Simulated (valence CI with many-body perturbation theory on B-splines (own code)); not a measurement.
Values are calculated unless marked as measured or tabulated.
# A CI+MBPT run for I III

Level of theory: relativistic CI+MBPT: five valence electrons over a frozen Dirac-Fock core [Kr] 4d10, radial functions for each j: 6 s, 6 p, 5 d, 3 f, 1 g, with the one-electron correlation potential Σ1 (screened to all orders), the two-electron term Σ2, the three-electron term Σ3, Breit, model QED; selected single and double excitations, second order for the rest, scaled by the run's own slope (own B-spline code, finite nucleus).

Command, and the settings that its task file holds:

```sh
python run_cv.py task.json out
```

```
atom I  Z=53  mass_number=127  rms_radius_fm=4.7500
core [Kr] 4d10
valence 5s2 5p3
avg = 1
basis = S
breit = 1
cap = 10000
capref = 1200
cscale = 1
de = 0.0
dress = 0
eps = 2e-08
extrap = 1
h = 0.33
hh = 1
l2 = 3
lcore = 6
maxit = 60
n2 = 5
natural = 1
nlev = 21
nno = [3, 3, 3, 2, 1]
nroot = 26
nsp = [3, 3, 2, 1, 0]
pt2 = 1
qed = 1
rpa = 1
s1 = 1
s2 = 1
s3 = 1
screen = 1
tol = 2e-05
whole = 1
```

It took 75 s on 1 thread of Arm Neoverse V2 (shared host).

Log. The first blocks belong to the next ion, which gives the ionisation energy. Fields: 2J, parity (1 odd), roots, reference size, generating configurations, candidates as configurations/state functions, variational space P, stored matrix elements, Davidson steps; e2 is the range of second-order energies in hartree. The first line gives the box (bohr), its intervals, the orbitals and the steps of their self-consistent field. Window is the range of levels sought, series limit the energy at which the first omitted orbital would enter, core excitation an estimate of the first excitation out of the core, left out the lowest levels not solved, and shifts from estimates the range by which levels moved from their first estimate, all in cm⁻¹.

```
rmax 21.1 intervals 56 orbitals 36 references ['5s2 5p3', '5s 5p4'] scf 6 t 0.9
2J=0 par=0 roots 2 ref 26 generators 13 cand 4653/7364 P 731/1000 nnz 0 it 0
2J=0 par=0 roots 2 ref 26 generators 53 cand 12454/23670 P 3028/5000 nnz 1.3e+06 it 7
   second order: generators 114 cand 18135/36435 e2 -0.00014 -0.00009
reference levels 157, estimated 102, window 121459 1/cm; series limit 183644, core excitation 408027
2J=3 par=1 roots 4 ref 24 generators 37 cand 21356/227337 P 935/3529 nnz 1.4e+06 it 9
2J=3 par=1 roots 4 ref 24 generators 105 cand 40493/510050 P 2113/9997 nnz 8.5e+06 it 10
   second order: generators 273 cand 70136/1012830 e2 -0.00288 -0.00118
2J=5 par=1 roots 2 ref 19 generators 28 cand 18877/224501 P 784/3519 nnz 1.5e+06 it 6
2J=5 par=1 roots 2 ref 19 generators 85 cand 35154/503313 P 1604/10000 nnz 1e+07 it 10
   second order: generators 196 cand 59863/1103746 e2 -0.00317 -0.00211
2J=1 par=1 roots 2 ref 15 generators 29 cand 17382/92807 P 1229/3520 nnz 1.1e+06 it 6
2J=1 par=1 roots 2 ref 15 generators 79 cand 34500/222688 P 3033/10000 nnz 5.9e+06 it 9
   second order: generators 206 cand 64931/494161 e2 -0.00116 -0.00114
2J=5 par=0 roots 7 ref 22 generators 51 cand 23195/245628 P 895/3504 nnz 1.5e+06 it 10
2J=5 par=0 roots 7 ref 22 generators 176 cand 47396/699548 P 1757/9980 nnz 8.7e+06 it 10
   second order: generators 390 cand 76678/1347635 e2 -0.00790 -0.00393
2J=3 par=0 roots 7 ref 25 generators 43 cand 22801/208190 P 910/3516 nnz 1.4e+06 it 10
2J=3 par=0 roots 7 ref 25 generators 148 cand 44413/511862 P 1921/9996 nnz 8.1e+06 it 11
   second order: generators 353 cand 72661/982610 e2 -0.00655 -0.00339
2J=1 par=0 roots 7 ref 19 generators 58 cand 24454/151255 P 1266/3521 nnz 1.1e+06 it 10
2J=1 par=0 roots 7 ref 19 generators 157 cand 42151/289919 P 2737/9997 nnz 7e+06 it 11
   second order: generators 371 cand 72996/595888 e2 -0.00306 -0.00160
2J=7 par=0 roots 4 ref 10 generators 32 cand 17506/243227 P 719/3495 nnz 1.5e+06 it 6
2J=7 par=0 roots 4 ref 10 generators 96 cand 34116/523494 P 1438/9999 nnz 1.1e+07 it 9
   second order: generators 215 cand 52351/1061348 e2 -0.00520 -0.00415
2J=9 par=0 roots 2 ref 4 generators 22 cand 13704/190748 P 628/3474 nnz 2e+06 it 5
2J=9 par=0 roots 2 ref 4 generators 68 cand 28042/400029 P 1593/9997 nnz 1.3e+07 it 8
   second order: generators 149 cand 45104/877093 e2 -0.00206 -0.00172
left out: unestimated 176571, estimated 133072, shifts from estimates -146 to 82
operators 3.5
```

The Davidson iterations converged.

No measured levels were compared; by estimate levels hold to about 250 cm⁻¹ or 0.2 % of their energy and the worst to 1 %, as in measured heavy ions of charge 2 to 7. Among the levels kept, up to 1700 cm⁻¹ of a level comes from second order outside the variational space, and about a tenth of that is noise between levels of different J, which matters for small intervals.

| Quantity | Value |
| --- | --- |
| Valence energy | -10.42106 hartree |
| Ionisation energy | 29.496 eV (NIST: 29.57 ± 0.025 eV (measured)) |
| Reference configurations for the orbitals | 5s2 5p3, 5s 5p4 |
| Radial orbitals | 36 |
| Box radius | 21.07 bohr |
| Largest variational space | 10000 |
| Lowest levels | 5s2.5p3 4S°_3/2 0.0, 5s2.5p3 2D°_3/2 11849, 5s2.5p3 2D°_5/2 15035, 5s2.5p3 2P°_1/2 24479, 5s2.5p3 2P°_3/2 29766, 5s.5p4 4P_5/2 85220, 5s.5p4 4P_3/2 90606, 5s.5p4 4P_1/2 92548, 5s.5p4 2D_3/2 103345, 5s.5p4 2D_5/2 106469, 5s2.5p2.5d 4F_3/2 110151, 5s2.5p2.5d 2P_3/2 111325, 5s2.5p2.5d 4F_5/2 111837, 5s2.5p2.5d 2P_1/2 113347 cm⁻¹ |

Names give the largest LS component (configuration and term), which can be under half, so a name can repeat, a term be missing and a line seem to break the LS rules; names also repeat where a configuration has a term twice.
